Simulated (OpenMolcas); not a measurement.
**CH3BF3Ge+ (SMILES [CH3][Ge+]([F])[B](F)F): the HOMO–LUMO gap, rung by rung**

CH3BF3Ge+: 9 atoms, total charge +1, spin state singlet. SMILES: `[CH3][Ge+]([F])[B](F)F`. Geometry: a GFN2-xTB relaxation, a rough one for these elements and not checked as a minimum.

Quantity: the HOMO–LUMO gap, in eV. The values are calculated.

```
          level             kind     program  value (eV)  CPU time
    HF/def2-SVP     Hartree–Fock  OpenMolcas       11.99      35 s
  BLYP/def2-SVP              GGA  OpenMolcas        3.50      66 s
  TPSS/def2-SVP         meta-GGA  OpenMolcas        3.73      78 s
r2SCAN/def2-SVP         meta-GGA  OpenMolcas        3.99      74 s
 B3LYP/def2-SVP    global hybrid  OpenMolcas           ?      60 s
 BHLYP/def2-SVP    global hybrid  OpenMolcas           ?      53 s
 TPSSh/def2-SVP  hybrid meta-GGA  OpenMolcas        4.59      87 s
B2PLYP/def2-SVP    double hybrid  OpenMolcas        8.00      46 s
```

Q: Estimate the missing values from the other rows.

A: As computed at these levels: B3LYP/def2-SVP: 5.22 eV; BHLYP/def2-SVP: 7.77 eV. All-electron rows without a relativistic Hamiltonian named are non-relativistic. The values span 3.50 to 11.99 eV. Orbital gaps aren't excitation energies, and those of double hybrids come from the SCF part alone; they tend to grow with the share of exact exchange. Times are those of the runs behind each value, whatever else they computed, on shared processors of several kinds: orders of magnitude only.
